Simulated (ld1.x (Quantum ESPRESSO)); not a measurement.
**An all-electron radial function and its pseudo partner (rhodium (Rh))**

Columns: radius, all-electron u(r) and pseudo u(r) of the 4p shell (level -50.42 eV) of rhodium in the configuration [Ar] 3d10 4s2 4p6 4d8 5s1 5p0; PBE, scalar-relativistic, RRKJ scheme, ld1.x (Quantum ESPRESSO) 7.5.

```
r (bohr)  all-electron  pseudo
   0.098        0.3169  0.0241
   0.195       -0.3260  0.0943
   0.292       -0.5866  0.2064
   0.390       -0.3561  0.3542
   0.488        0.0718  0.5239
   0.585        0.4824  0.6963
   0.682        0.7936  0.8538
   0.780        0.9899  0.9787
   0.878        1.0818  1.0553
   0.975        1.0944  1.0773
   1.072        1.0540  1.0495
   1.170        0.9805  0.9822
   1.268        0.8899  0.8917
   1.365        0.7942  0.7946
   1.463        0.6985  0.6985
   1.560        0.6089  0.6089
   1.658        0.5258  0.5258
   1.755        0.4519  0.4519
   1.852        0.3864  0.3864
   1.950        0.3286  0.3286
   2.047        0.2790  0.2790
   2.145        0.2358  0.2358
   2.242        0.1992  0.1992
   2.340        0.1677  0.1677
   2.438        0.1409  0.1409
   2.535        0.1184  0.1184
```

Task: How many radial nodes do the two functions have?

Result: The all-electron 4p function has n − l − 1 = 2; the pseudo-wave has 0, since the states of the same l below it are removed with the core.

Task: At about which radius was the pseudo-wave matched?

Result: 1.45 bohr, where the columns begin to agree (steps of 0.10 bohr).

Task: Where does each function peak?

Result: Outermost all-electron maximum near 0.97 bohr, pseudo maximum near 0.97 bohr (to the table’s step).

Task: Is the pseudo-wave norm-conserving?

Result: Yes: the RRKJ scheme keeps the norm inside the radius equal to the all-electron one, which fixes the energy derivative of the logarithmic derivative at the level.
